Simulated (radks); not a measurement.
Fractional charge and spin in the 5s shell of antimony: the spin-up occupation runs from 0 to 1 and the spin-down occupation from 0 to 1; the fullest corner is Sb3+, [Kr] 4d10 5s(up 1, down 1). Calculated with a radial shooting solver on a logarithmic mesh with Libxc functionals: scalar-relativistic Kohn-Sham, PBE, spin-polarised, spherical densities, finite nucleus; Fermi nuclear charge, rms radius of each element as measured or else 0.836 A^(1/3) + 0.57 fm. Energy (eV) above the fullest corner. The planes named below are the two flat planes that join the four corners, with an edge along up + down = one added electron.

down \ up,0,0.25,0.5,0.75,1
0,99.714,84.768,70.503,56.913,43.993
0.25,84.768,70.582,57.067,44.219,32.031
0.5,70.503,57.067,44.293,32.178,20.714
0.75,56.913,44.219,32.178,20.787,10.040
1,43.993,32.031,20.714,10.040,0.000

Corners above the fullest one (they belong to Sb4+ and the next ion): (up 1, down 0) 43.993 eV, (up 0, down 1) 43.993 eV, (up 0, down 0) 99.714 eV. With half an added electron in each spin the energy lies 0.300 eV from the planes (fractional-spin error, the static-correlation error of a stretched bond), and with half an added electron in spin up alone -1.351 eV (fractional-charge error). For a frontier s shell over closed shells the exact functional lies on the planes.
